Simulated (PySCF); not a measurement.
## Correlation energy of Bi⁺ (bismuth, charge +1)

[Xe] 4f14 5d10 6s2 6p2, high-spin 3P determinant. Computed with PySCF 2.14 in def2-TZVPPD with the def2 core potential (60 electrons) (7s5p4d2f, 56 functions), with scalar relativity through the core potential. Frozen: nothing; 22 electrons correlated.

MP2 pair energies summed by pair of shells (mhartree):

```
 pair   energy  share (%)
5d-5d  -201.57       47.1
5d-6s   -75.85       17.7
5p-5d   -41.41        9.7
5d-6p   -37.33        8.7
6s-6p   -23.20        5.4
5p-5p   -11.68        2.7
6s-6s   -11.39        2.7
5p-6s    -6.81        1.6
5s-5d    -6.67        1.6
5s-5p    -4.35        1.0
6p-6p    -3.71        0.9
5p-6p    -2.73        0.6
5s-5s    -0.88        0.2
5s-6s    -0.45        0.1
5s-6p    -0.16        0.0
```

Total MP2 correlation energy: -428.19 mhartree.

Same-spin part -156.34 and opposite-spin part -271.85 mhartree; SCS-MP2 scales them by 1/3 and 6/5 to -378.33 mhartree.

The basis has no tight functions for the innermost shells, so their pair energies are far from complete.

This basis was not built for core-valence correlation, so the inner-shell part is incomplete.

Spin-orbit coupling is strong in this species, so the high-spin LS determinant is a model state.
